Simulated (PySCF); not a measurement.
# Reading the logs of faulty runs: AlBCGeH6

All numbers below are calculated, not measured. They come from PySCF 2.14.0, an open-source quantum chemistry program, on an isolated molecule that a program drew, which may never have been made. The molecule is AlBCGeH6 (charge 0, singlet), drawn as the SMILES string `[AlH2][CH2][BH][GeH]`.

Each row is a Hartree-Fock (HF) and frozen-core CCSD(T) single point in the cc-pV(D+d)Z basis, meant for a local HF minimum. Run 1 is clean. Each other run has one planted mistake out of seven kinds, and not every kind appears here: one electron removed, one electron added, multiplicity raised by two, geometry at a saddle point, minimal basis STO-3G, one bond length entered in bohr, all coordinates scaled. The reference is restricted for singlets and unrestricted otherwise, and also for a bond in bohr. Adding or removing an electron swaps singlet and doublet. Electrons count all cores. HOMO and LUMO are orbital energies over both spins, the gradient is its largest component, and the lowest frequency (negative if imaginary) is given only where the gradient is small. Bond lengths are over the 9 bonds as drawn. T1 is the CCSD diagnostic: over 0.02 (restricted) or 0.045 (unrestricted) a single reference is doubtful. Germanium has the cc-pVDZ-PP basis, with a core potential (ECP10MDF) in place of its 10 inner electrons, and its 3s, 3p and 3d shells are frozen in CCSD(T).

Geometry of the clean run:
```xyz
10
AlBCGeH6, angstrom
Al   -0.6005   -0.8133    2.5700
C    -1.5938   -0.8297    0.8511
B    -2.4555    0.4499    0.7122
Ge   -1.9244    2.2086   -0.3192
H    -1.3629   -1.0922    3.9249
H     0.9624   -0.5795    2.5683
H    -2.2137   -1.7306    0.9643
H    -0.8436   -0.9843    0.0692
H    -3.4973    0.5093    1.3278
H    -2.7657    1.7760   -1.5907
```

```
run,electrons,basis functions,<S^2>,HOMO (eV),LUMO (eV),gradient (hartree/bohr),lowest frequency (cm^-1),mean bond (Å),longest bond (Å),T1,HF (hartree),CCSD(T) (hartree),mistake
1,62,104,0.000,-8.22,0.56,4.3e-05,47,1.5324,2.107,0.0150,-601.28735,-601.73062,no fault
2,62,104,0.924,-8.37,0.58,1.7e-02,-,1.6406,2.107,0.0742,-601.16508,-601.60553,one bond length entered in bohr
3,61,104,0.776,-15.10,-6.25,4.7e-02,-,1.5324,2.107,0.0207,-601.02212,-601.43970,one electron removed
4,62,104,2.021,-7.43,0.12,2.8e-02,-,1.5324,2.107,0.0174,-601.26269,-601.68910,multiplicity raised by two
5,63,104,0.764,-0.92,4.34,1.6e-02,-,1.5324,2.107,0.0249,-601.29276,-601.74960,?
```

**Which mistake was planted in run 5, and what did it cost?**

It counts 63 electrons, one more than the clean run, at the same geometry and basis. So the mistake is: one electron added. Subtracting run 1 and multiplying by 627.51 kcal/mol a hartree, the energy moved by -3.4 kcal/mol in HF and -11.9 kcal/mol in CCSD(T).

Cautions from the logs. Run 2: T1 is over the limit, so its CCSD(T) energy is less reliable.
